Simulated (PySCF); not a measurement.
C3H2FNS, SMILES c1scnc1F. Heavy atoms are numbered as in [F:1][c:2]1[cH:3][s:4][cH:5][n:6]1. Hydrogens are named by the atom that carries them.

Coordinates come from a r2SCAN-D4/def2-SVP optimisation.

Calculation: PBE/pcSseg-1 run with PySCF.

GIAO shieldings, no solvent; atoms alike by connectivity are averaged. δ = σ(ref) − σ: ¹⁹F against CFCl3 (σ = 133.6 ppm); ¹³C against TMS (σ = 182.0 ppm); ³³S against H2S (σ = 706.5 ppm); ¹⁵N against NH3 (σ = 267.0 ppm); ¹H against TMS (σ = 31.49 ppm), references at their B3LYP-D3(BJ)/def2-TZVP geometries, non-relativistic.

| nucleus | atoms | count | δ (ppm) |
|---|---|---|---|
| ¹⁹F | F1 | 1 | -132.8 |
| ¹³C | C2 | 1 | 172.9 |
| ¹³C | C5 (CH) | 1 | 151.9 |
| ¹³C | C3 (CH) | 1 | 102.0 |
| ³³S | S4 | 1 | 509.4 |
| ¹⁵N | N6 | 1 | 340.2 |
| ¹H | H on C5 | 1 | 8.26 |
| ¹H | H on C3 | 1 | 6.57 |
